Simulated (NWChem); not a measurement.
System: HfH₂I₂; SMILES [I][HfH2][I]

Here is an NWChem input.

```
start job
memory heap 200 mb stack 900 mb global 1100 mb
geometry units angstroms noautoz
  Hf     0.000000     0.000000    -0.786266
  I      2.307635     0.000000     0.597274
  I     -2.307635     0.000000     0.597274
  H      0.000000     1.464290    -1.881376
  H      0.000000    -1.464290    -1.881376
end
basis spherical
  Hf library def2-svp
  I library def2-svp
  H library def2-svp
end
ecp
  I library def2-ecp
  Hf library def2-ecp
end
dft
  xc m05-2x
  iterations 150
  mulliken
end
task dft energy
```

Parts of the log:

```
             Northwest Computational Chemistry Package (NWChem) 7.3.0
             --------------------------------------------------------

 C2V symmetry detected

                             Geometry "geometry" -> ""
                             -------------------------

 Output coordinates in angstroms (scale by  1.889725989 to convert to a.u.)

  No.       Tag          Charge          X              Y              Z
 ---- ---------------- ---------- -------------- -------------- --------------
    1 Hf                  72.0000     0.00000000     0.00000000    -0.80258344
    2 I                   53.0000     2.30763500     0.00000000     0.58095656
    3 I                   53.0000    -2.30763500     0.00000000     0.58095656
    4 H                    1.0000     0.00000000     1.46429000    -1.89769344
    5 H                    1.0000     0.00000000    -1.46429000    -1.89769344

 Effective nuclear repulsion energy (a.u.)    1895.3651520255

      Symmetry information
      --------------------

 Group name             C2v
 Group number             16
 Group order               4
 No. of unique centers     3

                                 NWChem DFT Module
                                 -----------------

 Summary of "ao basis" -> "ao basis" (spherical)
 ------------------------------------------------------------------------------
       Tag                 Description            Shells   Functions and Types
 ---------------- ------------------------------  ------  ---------------------
 Hf                         def2-svp                12       32   6s3p2d1f
 I                          def2-svp                10       26   4s4p2d
 H                          def2-svp                 3        5   2s1p

      Symmetry analysis of basis
      --------------------------

        a1         37
        a2         12
        b1         26
        b2         19

            General Information
            -------------------
          SCF calculation type: DFT
          Wavefunction type:  closed shell.
          No. of atoms     :     5
          No. of electrons :    64
           Alpha electrons :    32
            Beta electrons :    32
          Charge           :     0
          Spin multiplicity:     1
          Use of symmetry is: on ; symmetry adaption is: on
          Maximum number of iterations: 150
          AO basis - number of functions:    94
                     number of shells:    38
          Convergence on energy requested:  1.00D-06
          Convergence on density requested:  1.00D-05
          Convergence on gradient requested:  5.00D-04

              XC Information
              --------------
                       M05-2X Method XC Functional
                     Hartree-Fock (Exact) Exchange  0.560
                M05-2X metaGGA Exchange Functional  0.440
                      M05-2X Correlation Potential  1.000

             Grid Information
             ----------------
          Grid used for XC integration:  medium
          Radial quadrature: Mura-Knowles
          Angular quadrature: Lebedev.
          Tag              B.-S. Rad. Rad. Pts. Rad. Cut. Ang. Pts.
          ---              ---------- --------- --------- ---------
          Hf                  1.55      123          10.0       590
          I                   1.40      123          12.0       590
          H                   0.35       45          11.0       434
          Grid pruning is: on
          Number of quadrature shells:   291
          Spatial weights used:  Erf1

      Superposition of Atomic Density Guess
      -------------------------------------

 Sum of atomic energies:        -747.19103806

      Non-variational initial energy
      ------------------------------

 Total energy =    -641.644753
 1-e energy   =   -1535.791116
 2-e energy   =     683.010780
 HOMO         =      -0.314286
 LUMO         =       0.008145

      Symmetry analysis of molecular orbitals - initial
      -------------------------------------------------

  Numbering of irreducible representations:

     1 a1          2 a2          3 b1          4 b2

  Orbital symmetries:

     1 a1          2 b1          3 a1          4 b1          5 a1
     6 b2          7 a2          8 b1          9 a1         10 b1
    11 a1         12 a1         13 b2         14 a2         15 b1
    16 a1         17 b2         18 a2         19 b1         20 b1
    21 a1         22 b2         23 a1         24 b1         25 a1
    26 b1         27 a1         28 b2         29 a2         30 b1
    31 a1         32 b2         33 a1         34 b1         35 a2
    36 b2         37 a1         38 a1         39 b1         40 a1
    41 b2         42 a1

     ---------------------------------------------
      Total Density - Mulliken Population Analysis
     ---------------------------------------------

    Atom       Charge   Shell Charges
 -----------   ------   -------------------------------------------------------
    1 Hf  12     9.99   0.03 -0.30  1.75  0.51  0.60  0.22  5.46  0.61  0.11  0.79  0.16  0.04
    2 I   25    25.56   1.83  0.22  1.23  0.69  2.92  3.14  2.75  2.79  9.82  0.19
    3 I   25    25.56   1.83  0.22  1.23  0.69  2.92  3.14  2.75  2.79  9.82  0.19
    4 H    1     1.44   0.78  0.66  0.00
    5 H    1     1.44   0.78  0.66  0.00

 !! scf_movecs_sym_adapt:    2 vectors were symmetry contaminated

  Symmetry fudging

   convergence    iter        energy       DeltaE   RMS-Dens  Diis-err
 ---------------- ----- ----------------- --------- --------- ---------
 d= 0,ls=0.0,diis     1   -644.4044132273 -8.56D+02  2.52D-02  6.64D-01
 d= 0,ls=0.0,diis     2   -644.0599965897  3.44D-01  1.55D-02  3.11D+00
 d= 0,ls=0.0,diis     3   -644.5460534790 -4.86D-01  1.38D-03  6.08D-03
 d= 0,ls=0.0,diis     4   -644.5470359842 -9.83D-04  4.66D-04  1.71D-03
 d= 0,ls=0.0,diis     5   -644.5472873950 -2.51D-04  2.06D-04  9.23D-05
  Resetting Diis
 d= 0,ls=0.0,diis     6   -644.5473136081 -2.62D-05  4.49D-05  6.14D-06
 d= 0,ls=0.0,diis     7   -644.5473149895 -1.38D-06  1.22D-05  2.76D-07
 d= 0,ls=0.0,diis     8   -644.5473150668 -7.73D-08  4.79D-06  1.36D-07

         Total DFT energy =     -644.547315066769
      One electron energy =    -1537.070371170886
           Coulomb energy =      732.348719728272
    Exchange-Corr. energy =      -50.961247189261
 Nuclear repulsion energy =      211.135583565106

 Numeric. integr. density =       64.000007055033

                  Occupations of the irreducible representations
                  ----------------------------------------------

                     irrep           alpha         beta
                     --------     --------     --------
                     a1               12.0         12.0
                     a2                4.0          4.0
                     b1               10.0         10.0
                     b2                6.0          6.0

                       DFT Final Molecular Orbital Analysis
                       ------------------------------------

 Vector   30  Occ=2.000000D+00  E=-3.638059D-01  Symmetry=a2
              MO Center= -1.1D-12, -2.3D-13,  4.4D-01, r^2= 6.8D+00
   Bfn.  Coefficient  Atom+Function         Bfn.  Coefficient  Atom+Function
  ----- ------------  ---------------      ----- ------------  ---------------
    44      0.415902  2 I  py                70     -0.415902  3 I  py
    47      0.347007  2 I  py                73     -0.347007  3 I  py
    16      0.184745  1 Hf d -2              41     -0.167774  2 I  py
    67      0.167774  3 I  py                38     -0.137247  2 I  py
    64      0.137247  3 I  py                21      0.061672  1 Hf d -2

 Vector   31  Occ=2.000000D+00  E=-3.603632D-01  Symmetry=b2
              MO Center=  1.2D-12, -4.7D-15,  3.6D-01, r^2= 7.1D+00
   Bfn.  Coefficient  Atom+Function         Bfn.  Coefficient  Atom+Function
  ----- ------------  ---------------      ----- ------------  ---------------
    44      0.404516  2 I  py                70      0.404516  3 I  py
    47      0.346276  2 I  py                73      0.346276  3 I  py
    41     -0.163687  2 I  py                67     -0.163687  3 I  py
     8     -0.143439  1 Hf py                38     -0.133844  2 I  py
    64     -0.133844  3 I  py                86      0.126735  4 H  s

 Vector   32  Occ=2.000000D+00  E=-3.530694D-01  Symmetry=b1
              MO Center=  4.3D-14, -3.2D-16,  4.9D-01, r^2= 7.2D+00
   Bfn.  Coefficient  Atom+Function         Bfn.  Coefficient  Atom+Function
  ----- ------------  ---------------      ----- ------------  ---------------
    45      0.398450  2 I  pz                71     -0.398450  3 I  pz
    48      0.355648  2 I  pz                74     -0.355648  3 I  pz
    43     -0.162105  2 I  px                69     -0.162105  3 I  px
    42     -0.161245  2 I  pz                68      0.161245  3 I  pz
    39     -0.131790  2 I  pz                65      0.131790  3 I  pz

 Vector   33  Occ=0.000000D+00  E=-6.927745D-02  Symmetry=a1
              MO Center= -5.5D-14, -1.2D-12, -9.9D-01, r^2= 2.9D+00
   Bfn.  Coefficient  Atom+Function         Bfn.  Coefficient  Atom+Function
  ----- ------------  ---------------      ----- ------------  ---------------
    18      0.751932  1 Hf d  0              23      0.321788  1 Hf d  0
    20      0.216631  1 Hf d  2              25      0.129690  1 Hf d  2
    46      0.113882  2 I  px                72     -0.113882  3 I  px
    15     -0.105864  1 Hf pz                48     -0.102629  2 I  pz
    74     -0.102629  3 I  pz                45     -0.060281  2 I  pz

 Vector   34  Occ=0.000000D+00  E=-6.512817D-02  Symmetry=a2
              MO Center= -3.7D-14, -5.2D-15, -6.3D-01, r^2= 3.3D+00
   Bfn.  Coefficient  Atom+Function         Bfn.  Coefficient  Atom+Function
  ----- ------------  ---------------      ----- ------------  ---------------
    16      0.803301  1 Hf d -2              21      0.352737  1 Hf d -2
    47     -0.264333  2 I  py                73      0.264333  3 I  py
    44     -0.140784  2 I  py                70      0.140784  3 I  py
    41      0.060536  2 I  py                67     -0.060536  3 I  py
    38      0.048497  2 I  py                64     -0.048497  3 I  py

 Vector   35  Occ=0.000000D+00  E=-5.801252D-02  Symmetry=b1
              MO Center= -1.5D-13,  4.0D-15, -1.0D+00, r^2= 4.2D+00
   Bfn.  Coefficient  Atom+Function         Bfn.  Coefficient  Atom+Function
  ----- ------------  ---------------      ----- ------------  ---------------
    19      0.732628  1 Hf d  1              24      0.389303  1 Hf d  1
    46     -0.330487  2 I  px                72     -0.330487  3 I  px
    13      0.223395  1 Hf px                36      0.215889  2 I  s
    62     -0.215889  3 I  s                  7     -0.136659  1 Hf px
    43     -0.115877  2 I  px                69     -0.115877  3 I  px

     ---------------------------------------------
      Total Density - Mulliken Population Analysis
     ---------------------------------------------

    Atom       Charge   Shell Charges
 -----------   ------   -------------------------------------------------------
    1 Hf  12    10.98   0.03 -0.31  1.83  0.45  0.70  0.06  5.53  0.61  0.11  1.65  0.27  0.05
    2 I   25    25.26   1.83  0.22  1.29  0.63  2.93  3.12  2.68  2.54  9.80  0.22
    3 I   25    25.26   1.83  0.22  1.29  0.63  2.93  3.12  2.68  2.54  9.80  0.22
    4 H    1     1.25   0.71  0.53  0.01
    5 H    1     1.25   0.71  0.53  0.01

     -------------------------------------------
      Total Density - Lowdin Population Analysis
     -------------------------------------------

    Atom       Charge   Shell Charges
 -----------   ------   -------------------------------------------------------
    1 Hf  12    12.04   0.00  0.03  1.12  0.79  0.46  0.28  4.92  1.28  0.51  1.50  1.03  0.11
    2 I   25    24.82   1.25  0.73  0.99  0.74  2.77  3.19  2.55  2.58  9.48  0.53
    3 I   25    24.82   1.25  0.73  0.99  0.74  2.77  3.19  2.55  2.58  9.48  0.53
    4 H    1     1.16   0.65  0.49  0.01
    5 H    1     1.16   0.65  0.49  0.01

     Multipole analysis of the density
     ---------------------------------

     L   x y z        total         alpha         beta         nuclear
     -   - - -        -----         -----         ----         -------
     0   0 0 0     -0.000000    -32.000000    -32.000000     64.000000

     1   1 0 0      0.000000      0.000000      0.000000      0.000000
     1   0 1 0      0.000000      0.000000      0.000000      0.000000
     1   0 0 1     -0.139290    -14.829765    -14.829765     29.520240

     2   2 0 0    -61.960925   -506.394406   -506.394406    950.827886
     2   1 1 0     -0.000000     -0.000000     -0.000000      0.000000
     2   1 0 1     -0.000000     -0.000000     -0.000000      0.000000
     2   0 2 0    -61.725828    -38.519794    -38.519794     15.313761
     2   0 1 1      0.000000      0.000000      0.000000      0.000000
     2   0 0 2    -60.694001    -87.140652    -87.140652    113.587303
```

Level: M05-2X/def2-SVP with def2 effective core potentials on I, Hf. Coordinates come from a PBE0/def2-SVP optimisation. def2 effective core potentials on I, Hf; no spin-orbit coupling.
